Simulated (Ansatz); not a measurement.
C2H8S2Sn (`C[S][SnH2][S]C`). Charge 0, multiplicity 1. Sn takes the def2 core potential. All single points use the PBE0-D4/def2-TZVP geometry. It is one conformer, not always the lowest.

```xyz
13

C    -0.148   -1.969    1.153
S    -1.084   -1.563   -0.351
Sn   -1.462    0.767    0.048
S     0.689    1.769    0.364
C     1.475    1.273   -1.197
H     0.690   -1.285    1.292
H    -0.789   -1.952    2.035
H     0.237   -2.980    1.018
H    -2.325    1.034    1.496
H    -2.245    1.364   -1.345
H     2.531    1.528   -1.110
H     1.051    1.815   -2.043
H     1.381    0.199   -1.361
```

What is the dipole moment at r2SCAN/def2-TZVPP? (Best estimate.)

Computed: 0.43 D, with components (0.38, -0.20, -0.01) D in this frame, pointing from negative to positive charge.

And with PBE, B3LYP, ωB97M-V? (Estimate.)

Computed: PBE 0.44 D, B3LYP 0.37 D, ωB97M-V 0.27 D.

Give the Mulliken charges with r2SCAN, ωB97M-V, PBE in def2-TZVPP. (Best estimate.)

Computed: 
| atom | r2SCAN | ωB97M-V | PBE |
| --- | --- | --- | --- |
| C1 | -0.15 | -0.35 | -0.26 |
| S2 | -0.35 | -0.28 | -0.32 |
| Sn3 | 0.68 | 0.54 | 0.64 |
| S4 | -0.35 | -0.28 | -0.32 |
| C5 | -0.15 | -0.35 | -0.26 |
| H6 | 0.09 | 0.14 | 0.12 |
| H7 | 0.09 | 0.15 | 0.13 |
| H8 | 0.08 | 0.14 | 0.12 |
| H9 | -0.11 | -0.07 | -0.10 |
| H10 | -0.11 | -0.07 | -0.10 |
| H11 | 0.08 | 0.14 | 0.12 |
| H12 | 0.09 | 0.15 | 0.13 |
| H13 | 0.09 | 0.14 | 0.12 |

B3LYP here is the variant with VWN-RPA as its local correlation; programs differ in this.
